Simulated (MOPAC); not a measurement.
MOPAC input (PM6):

```
PM6 1SCF CHARGE=1 GEO-OK AUX(PRECISION=9) THREADS=1
C3H8N

C    -0.90460423 1   -0.84732698 1    0.11065920 1
C    -1.06018108 1    0.61470875 1   -0.21602431 1
C     0.15747036 1    0.12761119 1    0.49611742 1
N     1.44757121 1    0.09578820 1   -0.26068901 1
H    -0.71084687 1   -1.52651156 1   -0.71038905 1
H    -1.48809910 1   -1.27667292 1    0.91219987 1
H    -1.75324154 1    1.21500696 1    0.35544829 1
H    -0.96997087 1    0.90861000 1   -1.25450300 1
H     0.33551045 1    0.37797384 1    1.53179942 1
H     1.91776843 1    1.00575094 1   -0.23487798 1
H     2.08906113 1   -0.60397470 1    0.12480599 1
H     1.29070966 1   -0.14065778 1   -1.24417437 1
```

Output:

```
 *******************************************************************************
 **                                                                           **
 **                              MOPAC v23.2.5                                **
 **                                                                           **
 *******************************************************************************
 ** MOPAC's Digital Object Identifier: https://doi.org/10.5281/zenodo.6511958 **
 **                                                                           **
 ** Please cite the open-source release paper for use of this MOPAC version:  **
 ** J. E. Moussa and J. J. P. Stewart (2026)                                  **
 ** MOPAC: An open-source semiempirical molecular orbital program             **
 ** J. Open Source Softw., 11(119), 8025, https://doi.org/10.21105/joss.08025 **
 *******************************************************************************

                              PM6 CALCULATION RESULTS

 *******************************************************************************
 *  PM6        - The PM6 Hamiltonian to be used
 *  GEO-OK     - OVERRIDE INTERATOMIC DISTANCE AND OTHER SAFETY CHECKS
 *
 *
 *
 *                 CHARGE ON SYSTEM = +1
 *
 *
 *
 *  1SCF       - DO 1 SCF AND THEN STOP
 *  AUX        - OUTPUT AUXILIARY INFORMATION
 *******************************************************************************
PM6 1SCF CHARGE=1 GEO-OK AUX(PRECISION=9) THREADS=1
 C3H8N

   ATOM   CHEMICAL          X               Y               Z
  NUMBER   SYMBOL      (ANGSTROMS)     (ANGSTROMS)     (ANGSTROMS)

     1       C         -0.90460423  *  -0.84732698  *   0.11065920  *
     2       C         -1.06018108  *   0.61470875  *  -0.21602431  *
     3       C          0.15747036  *   0.12761119  *   0.49611742  *
     4       N          1.44757121  *   0.09578820  *  -0.26068901  *
     5       H         -0.71084687  *  -1.52651156  *  -0.71038905  *
     6       H         -1.48809910  *  -1.27667292  *   0.91219987  *
     7       H         -1.75324154  *   1.21500696  *   0.35544829  *
     8       H         -0.96997087  *   0.90861000  *  -1.25450300  *
     9       H          0.33551045  *   0.37797384  *   1.53179942  *
    10       H          1.91776843  *   1.00575094  *  -0.23487798  *
    11       H          2.08906113  *  -0.60397470  *   0.12480599  *
    12       H          1.29070966  *  -0.14065778  *  -1.24417437  *

          CARTESIAN COORDINATES

    NO.       ATOM           X           Y           Z

     1         C         -0.9046     -0.8473      0.1107
     2         C         -1.0602      0.6147     -0.2160
     3         C          0.1575      0.1276      0.4961
     4         N          1.4476      0.0958     -0.2607
     5         H         -0.7108     -1.5265     -0.7104
     6         H         -1.4881     -1.2767      0.9122
     7         H         -1.7532      1.2150      0.3554
     8         H         -0.9700      0.9086     -1.2545
     9         H          0.3355      0.3780      1.5318
    10         H          1.9178      1.0058     -0.2349
    11         H          2.0891     -0.6040      0.1248
    12         H          1.2907     -0.1407     -1.2442

 General Reference for PM6:
 "Optimization of Parameters for Semiempirical Methods V: Modification of NDDO Approximations
 and Application to 70 Elements", J. J. P. Stewart, J. Mol. Mod., 13, 1173-1213 (2007)
 URL: https://link.springer.com/article/10.1007/s00894-007-0233-4

           Empirical Formula: C3 H8 N  =    12 atoms

      MOLECULAR POINT GROUP   :   Cs

      RHF CALCULATION, NO. OF DOUBLY OCCUPIED LEVELS = 12

 -------------------------------------------------------------------------------
 PM6 1SCF CHARGE=1 GEO-OK AUX(PRECISION=9) THREADS=1
 C3H8N

     1SCF WAS SPECIFIED, SO BFGS WAS NOT USED
     SCF FIELD WAS ACHIEVED

                              PM6 CALCULATION
                                                       MOPAC v23.2.5 Linux

          FINAL HEAT OF FORMATION =        166.13056 KCAL/MOL =     695.09025 KJ/MOL

          COSMO AREA              =        103.95 SQUARE ANGSTROMS
          COSMO VOLUME            =         88.08 CUBIC ANGSTROMS

          IONIZATION POTENTIAL    =         16.893194 EV
          HOMO LUMO ENERGIES (EV) =        -16.893 -4.439
          NO. OF FILLED LEVELS    =         12
          MOLECULAR WEIGHT        =         58.1029         POINT GROUP:  Cs

          MOLECULAR DIMENSIONS (Angstroms)

            Atom       Atom       Distance
            H    11    H     7     4.25737
            H    10    H     6     3.66827
            H     5    H     9     2.76530

          SCF CALCULATIONS        =          1

   ATOM   CHEMICAL          X               Y               Z
  NUMBER   SYMBOL      (ANGSTROMS)     (ANGSTROMS)     (ANGSTROMS)

     1       C         -0.90460423  *  -0.84732698  *   0.11065920  *
     2       C         -1.06018108  *   0.61470875  *  -0.21602431  *
     3       C          0.15747036  *   0.12761119  *   0.49611742  *
     4       N          1.44757121  *   0.09578820  *  -0.26068901  *
     5       H         -0.71084687  *  -1.52651156  *  -0.71038905  *
     6       H         -1.48809910  *  -1.27667292  *   0.91219987  *
     7       H         -1.75324154  *   1.21500696  *   0.35544829  *
     8       H         -0.96997087  *   0.90861000  *  -1.25450300  *
     9       H          0.33551045  *   0.37797384  *   1.53179942  *
    10       H          1.91776843  *   1.00575094  *  -0.23487798  *
    11       H          2.08906113  *  -0.60397470  *   0.12480599  *
    12       H          1.29070966  *  -0.14065778  *  -1.24417437  *

                             CARTESIAN COORDINATES

   1    C       -0.904604230    -0.847326980     0.110659200
   2    C       -1.060181080     0.614708750    -0.216024310
   3    C        0.157470360     0.127611190     0.496117420
   4    N        1.447571210     0.095788200    -0.260689010
   5    H       -0.710846870    -1.526511560    -0.710389050
   6    H       -1.488099100    -1.276672920     0.912199870
   7    H       -1.753241540     1.215006960     0.355448290
   8    H       -0.969970870     0.908610000    -1.254503000
   9    H        0.335510450     0.377973840     1.531799420
  10    H        1.917768430     1.005750940    -0.234877980
  11    H        2.089061130    -0.603974700     0.124805990
  12    H        1.290709660    -0.140657780    -1.244174370

           Empirical Formula: C3 H8 N  =    12 atoms

      MOLECULAR POINT GROUP   :   Cs

                  EIGENVALUES
 -40.23475 -35.27231 -27.15364 -26.56194 -24.72405 -24.13814 -22.63209 -20.76292
 -19.17394 -17.62678 -17.11216 -16.89319  -4.43893  -3.00114  -2.06648  -1.65104
  -1.16569  -0.95013  -0.86847   0.08363   0.85174   1.14821   1.55426   1.59417

              NET ATOMIC CHARGES AND DIPOLE CONTRIBUTIONS

  ATOM NO.   TYPE          CHARGE      No. of ELECS.   s-Pop       p-Pop
    1          C          -0.271828        4.2718     1.08985     3.18198
    2          C          -0.271828        4.2718     1.08985     3.18198
    3          C          -0.185089        4.1851     1.09210     3.09299
    4          N          -0.018025        5.0180     1.38050     3.63753
    5          H           0.180221        0.8198     0.81978
    6          H           0.205730        0.7943     0.79427
    7          H           0.205730        0.7943     0.79427
    8          H           0.180221        0.8198     0.81978
    9          H           0.212293        0.7877     0.78771
   10          H           0.256843        0.7432     0.74316
   11          H           0.256843        0.7432     0.74316
   12          H           0.248891        0.7511     0.75111
 DIPOLE           X         Y         Z       TOTAL
 POINT-CHG.     4.529     0.296    -0.833     4.615
 HYBRID         0.691     0.012    -0.274     0.744
 SUM            5.221     0.308    -1.107     5.346

          ATOMIC ORBITAL ELECTRON POPULATIONS

     Atom    s        px        py        pz
    1  C   1.08985   1.02696   0.99655   1.15847
    2  C   1.08985   1.01157   1.04023   1.13018
    3  C   1.09210   0.82169   1.21488   1.05642
    4  N   1.38050   1.19245   1.22898   1.21610
    5  H   0.81978
    6  H   0.79427
    7  H   0.79427
    8  H   0.81978
    9  H   0.78771
   10  H   0.74316
   11  H   0.74316
   12  H   0.75111

 **********************
 *                    *
 * JOB ENDED NORMALLY *
 *                    *
 **********************

 == MOPAC DONE ==
```

The dipole moment of an ion depends on the origin.

The geometry given is a B3LYP-D3(BJ)/def2-TZVP minimum.
